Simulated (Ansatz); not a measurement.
Geometry optimisation, RKS LDA/def2-SVP (Ansatz 0.2.0).

Input file:

```yaml
crystal:
  periodic: [false, false, false]
  atoms:
    - { symbol: Ge, position_ang: [0.0, 0.0, 0.0] }
    - { symbol: O, position_ang: [0.0, 0.0, 1.77] }
    - { symbol: H, position_ang: [-0.9095, -0.2814, 2.1071] }
    - { symbol: Cl, position_ang: [2.0935, 0.0, -0.7393] }
    - { symbol: Cl, position_ang: [-1.0456, 1.8115, -0.7393] }
    - { symbol: H, position_ang: [-0.73, -1.2648, -0.5162] }
basis:
  gaussian: { orbitals: def2-SVP }
hamiltonian:
  xc: lda
relax:
  f_tol: 0.02
  max_steps: 40
```

Run as:

```bash
$ ansatz run input.yaml --threads 1 --pin off --max-ram 2048MiB --backend cpu --events-out ev --progress --plain --runs-dir out
```

Where does it end, and by what steps?

The forces met the threshold. After 16 steps the energy has fallen by 0.301 eV; H3 moved furthest, 0.95 Å.

| step | energy less start (eV) | largest force component (eV/Å) | accepted |
| --- | --- | --- | --- |
| 0 | 0.0000 | 1.396 | yes |
| 1 | -0.1783 | 0.738 | yes |
| 2 | -0.1924 | 0.311 | yes |
| 3 | -0.1974 | 0.115 | yes |
| 4 | -0.2021 | 0.302 | yes |
| 5 | -0.2023 | 0.479 | yes |
| 6 | -0.2080 | 0.904 | yes |
| 7 | -0.2408 | 0.272 | yes |
| 8 | -0.2732 | 0.100 | yes |
| 9 | -0.2717 | 0.663 | no |
| 10 | -0.2813 | 0.079 | yes |
| 11 | -0.2776 | 0.268 | no |
| 12 | -0.2877 | 0.058 | yes |
| 13 | -0.2921 | 0.090 | yes |
| 14 | -0.2973 | 0.060 | yes |
| 15 | -0.2993 | 0.113 | yes |
| 16 | -0.3012 | 0.003 | yes |

```xyz
6
Properties=species:S:1:pos:R:3
Ge -0.139 -0.130 -0.063
O -0.454 -0.424 1.631
H -0.179 0.319 2.203
Cl 1.951 0.200 -0.372
Cl -1.134 1.656 -0.687
H -0.637 -1.356 -0.830
```

Whether the end is a true minimum wasn't checked by a vibrational analysis.

Time of the run: 32 s on 1 thread of Arm Neoverse V1, on a shared host, peak memory 0.13 GiB.
